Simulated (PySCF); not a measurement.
Isomers of C3H11FPSi2 (doublet state), one GFN2-xTB conformer each. Single-point energies are computed at B3LYP/pcH-1 (PySCF, gas phase, no added dispersion term), electronic only. GFN2-xTB treats the open shell by occupation alone, and not every SCF solution was tested for stability.

| SMILES | GFN2-xTB relative energy (kcal/mol) |
| --- | --- |
| CCC[Si](F)P[SiH3] | 7.7 |
| CCC[Si@H](F)[P][SiH3] | 0.0 |

Conformers: `[CH3:1][CH2:2][CH2:3][Si:4]([F:5])[PH:6][SiH3:7]` (doublet state) with C1–C2–C3–Si4 65°, C2–C3–Si4–F5 64°, C3–Si4–P6–Si7 -173°; `[CH3:1][CH2:2][CH2:3][Si@H:4]([F:5])[P:6][SiH3:7]` (doublet state) with C1–C2–C3–Si4 -61°, C2–C3–Si4–F5 -154°, C3–Si4–P6–Si7 177°.

What does B3LYP/pcH-1 give for the same structures?

```json
{"SMILES": "CCC[Si@H](F)[P][SiH3]", "B3LYP/pcH-1 E (Eh)": "-1141.22065", "B3LYP/pcH-1 (kcal/mol)": "0.0", "GFN2-xTB (kcal/mol)": "0.0", "point group": "C1"}
{"SMILES": "CCC[Si](F)P[SiH3]", "B3LYP/pcH-1 E (Eh)": "-1141.20792", "B3LYP/pcH-1 (kcal/mol)": "8.0", "GFN2-xTB (kcal/mol)": "7.7", "point group": "C1"}
```

Both levels put the same isomer lowest.
